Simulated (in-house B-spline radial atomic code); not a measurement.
Configurations of Co VIII (Co7+), with energies counted from [Ar] (3d3/2)2. Level of theory: Dirac-Hartree-Fock, average of each configuration as written, Fermi nucleus of rms radius 3.7875 fm; calculated with a B-spline radial code for spherical atoms. Energies include first-order Breit, QED and recoil terms.

Occupations are held fixed; configurations that lie above the ionisation limit could autoionise.

```
                                   configuration  E - E(ref) (eV)  highest orbital  its <r> (bohr)
    [Ne] 3s2 (3p1/2)1 (3p3/2)4 (3d3/2)2 (3d5/2)1           66.124            3d3/2          0.7527
[Ne] 3s2 (3p1/2)2 (3p3/2)3 (3d3/2)1 (3d5/2)1 4s1           115.27            4s1/2           1.666
                          [Ar] (3d3/2)1 (6p1/2)1           122.47            6p1/2           4.921
[Ne] 3s2 (3p1/2)1 (3p3/2)4 (3d3/2)1 (3d5/2)1 6s1           183.38            6s1/2           4.668
    [Ne] 3s2 (3p1/2)1 (3p3/2)4 (3d5/2)2 (6g9/2)1           191.96            6g9/2           5.481
    [Ne] 3s2 (3p1/2)2 (3p3/2)3 (3d5/2)2 (7f5/2)1           198.63            7f5/2           8.178
```

Q: Order these further configurations by energy, lowest first.
A. [Ar] (3d3/2)1 (6f7/2)1
B. [Ne] 3s2 (3p1/2)2 (3p3/2)3 (3d3/2)1 (3d5/2)1 5s1
C. [Ar] (3d5/2)2
D. [Ar] (3d5/2)1 (6g9/2)1
E. [Ne] 3s2 (3p1/2)1 (3p3/2)4 (3d3/2)2 (6f5/2)1

A: C (0.68894 eV), A (130.17 eV), D (131.11 eV), B (160.32 eV), E (195.27 eV).

Q: How far above the reference does [Ar] (3d3/2)1 (5g7/2)1 lie?

A: 120.17 eV; its least bound orbital is 5g7/2 with <r> = 3.427 bohr.

Q: How far above the reference does [Ne] 3s2 (3p1/2)1 (3p3/2)4 (3d3/2)1 (3d5/2)1 (7p3/2)1 lie?

A: 195.77 eV; its least bound orbital is 7p3/2 with <r> = 7.076 bohr.
